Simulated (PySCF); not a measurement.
Worked example: chemical shift, span and skew from a shielding tensor

ClFH₅NSi₂, SMILES [Si@H](Cl)(F)[SiH2]N. Atoms are numbered in the order given.

```xyz
10

N     -2.7374     0.6151     0.8395
Si    -1.5501    -0.4473     0.1592
Si     0.6751     0.2923     0.3030
F      0.8067     1.7293    -0.4541
Cl     1.8880    -1.0587    -0.6909
H     -2.8228     0.6921     1.8469
H     -2.9163     1.5090     0.3950
H     -1.8303    -0.6289    -1.2967
H     -1.6191    -1.7593     0.8713
H      1.2443     0.4849     1.6677
```
Charge 0, spin multiplicity 1.

The structure is a stationary point at PBE0-D3(BJ)/def2-SVP. The structure was generated by enumeration; whether it is a known compound was not checked. Other conformers were not sampled.

GIAO shieldings from PBE0/pcSseg-1 (PySCF), non-relativistic, no solvent. The symmetric part of the tensor of Si3 has the principal values 283.2, 337.5, 366.9 ppm. The same nucleus in TMS has σ = 352.7 ppm at this level (PySCF, at its B3LYP-D3(BJ)/def2-TZVP geometry). Without spin–orbit terms, shifts of atoms bonded to Cl or Br come out too high.

### Question
Work out the isotropic shielding, the ²⁹Si shift against TMS, the span and the skew.

### Answer

σ(iso) = (σ11 + σ22 + σ33)/3 = 329.2 ppm. δ = σ(ref) − σ(iso) = 352.7 − (329.2) = 23.5 ppm.
Span Ω = σ33 − σ11 = 83.7 ppm. Skew κ = 3(σ(iso) − σ22)/Ω = -0.30. Tumbling in solution averages the tensor to δ; in a static solid the shielding alone would spread this spin-1/2 line over Ω.
